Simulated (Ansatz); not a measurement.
`N[Si]1(F)CCO1` → 2 C• + F• + 6 H• + N• + O• + Si•  (atomization)

Computed with Ansatz on PBE0-D4/def2-TZVP structures; ΔE is electronic, products minus reactants. CCSD(T)/CBS is the MP2 limit (def2-TZVPP, def2-QZVPP) plus CCSD(T) − MP2 in def2-TZVPP, frozen cores. This one scheme is used for every species, atoms too. Functionals use def2-TZVPP. B3LYP here is the variant with VWN-RPA as its local correlation; programs differ in this. Open shells (•) are unrestricted, without spin–orbit coupling. Spin–orbit coupling would lower the free atoms: a little for C, F, O, Si. One conformer a species, not always the lowest.

CCSD(T)/CBS gives +4905.8 kJ/mol.

(1) Another level gave +4895.9 kJ/mol. Which?
A. PBE/def2-TZVPP
B. B3LYP/def2-TZVPP
C. r2SCAN-D4/def2-TZVPP
D. PBE0-D4/def2-TZVPP

Largest T1 diagnostic among the species: 0.012.

Answers

(1) D. PBE0-D4 4895.9, r2SCAN-D4 4900.7, B3LYP 4843.4, PBE 4972.2 kJ/mol.

The D4 term adds +40.4 kJ/mol with B3LYP and +21.1 kJ/mol with PBE0; it sums over pairs of atoms, weighted by their polarisabilities, and B3LYP, whose exchange is more repulsive, gets the larger term. From PBE to PBE0 (25 % exact exchange), in def2-TZVPP and without D4, ΔE moves by −97.4 kJ/mol: exact exchange takes away binding that semilocal exchange gives to molecules. In def2-TZVPP, CCSD(T) changes the Hartree–Fock value by +1256.8 kJ/mol (the triples alone add +76.1 kJ/mol) and MP2 by +1374.2 kJ/mol; breaking electron pairs costs correlation energy, which Hartree–Fock lacks.

For atomizations the MP2-based limit and the directly extrapolated one differ by several kJ/mol either way, and by 10 to 25 for some Ge, Se and Sn compounds, so smaller differences from it don't rank the levels.
